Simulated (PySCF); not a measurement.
Bonds (- single, = double, # triple, : aromatic): Cl1-B2 1.753 Å, B2-C3 1.542 Å, C3=C4 1.337 Å, C4-C5 1.463 Å, C5-C6 1.519 Å, C6-Cl7 1.758 Å, C6-C4 1.458 Å. B2 carries H8; C3 carries H9; C5 carries H10, H11; C6 carries H12. Stereochemistry as in ClB/C=C1/C[C@@H]1Cl. H11 is cis to Cl7 on the ring; H10 is trans to Cl7 on the ring.

Geometry: PBE0-D3(BJ)/def2-SVP; GIAO absolute shieldings from PySCF 2.14, gas phase, non-relativistic, averaged over equivalent atoms.

At HF/pcSseg-1 (158 basis functions, 11 s wall time on 1 thread of an Arm Neoverse V2, shared host):
```json
{"atoms": "Cl1", "σ (ppm)": "797.5"}
{"atoms": "Cl7", "σ (ppm)": "864.0"}
{"atoms": "B2", "σ (ppm)": "54.8"}
{"atoms": "C4", "σ (ppm)": "21.5"}
{"atoms": "C3", "σ (ppm)": "68.4"}
{"atoms": "C6", "σ (ppm)": "165.7"}
{"atoms": "C5", "σ (ppm)": "179.5"}
{"atoms": "H9", "σ (ppm)": "24.96"}
{"atoms": "H8", "σ (ppm)": "25.48"}
{"atoms": "H12", "σ (ppm)": "28.29"}
{"atoms": "H10", "σ (ppm)": "29.93"}
{"atoms": "H11", "σ (ppm)": "30.25"}
```

Problem. Estimate the result of repeating the calculation with PBE0/def2-TZVP.

Solution. 
```
atoms  σ at PBE0/def2-TZVP  change
  Cl1                663.3  -134.2
  Cl7                770.4   -93.6
   B2                 42.1   -12.7
   C4                 15.4    -6.1
   C3                 58.0   -10.4
   C6                152.9   -12.8
   C5                170.8    -8.7
   H9                24.34   -0.62
   H8                24.77   -0.71
  H12                27.70   -0.59
  H10                29.60   -0.33
  H11                30.01   -0.24
```

The largest change is at Cl1 (chlorine bonded to B). Cost: 259 basis functions, 39 s wall time on 1 thread of an Arm Neoverse V2, shared host. The order of the carbon signals is the same at both levels.

A carbon bonded to boron is broadened by the quadrupolar boron nucleus and is often missing from a measured spectrum. Carbons that carry Cl, above all several Cl atoms, come out too deshielded, partly because spin–orbit coupling is missing.
